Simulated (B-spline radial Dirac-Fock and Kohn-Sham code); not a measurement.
# What relativity does to the binding energies of Se²⁷⁺

System: the Se²⁷⁺ ion, [He] 2s2 2p3.

Both columns are ΔSCF binding energies of the configuration average from a radial atomic solver: non-relativistic Hartree-Fock with a point nucleus, and Dirac-Fock with a finite nucleus and the Coulomb interaction alone, averaged over the two j levels with weights 2j+1.

```csv
shell,Hartree-Fock (eV),Dirac-Fock (eV),shift (eV),shift (%)
1s,14200.7,14418.1,+217.39,+1.53
2s,3059.3,3117.7,+58.40,+1.91
2p,2956.7,2977.5,+20.76,+0.70
```

Relativity binds 1s, 2s, 2p more strongly, among those listed most of all 2s in relative terms.

Values without a named source are computed, but for edge energies of neutral atoms, which are taken from tables.
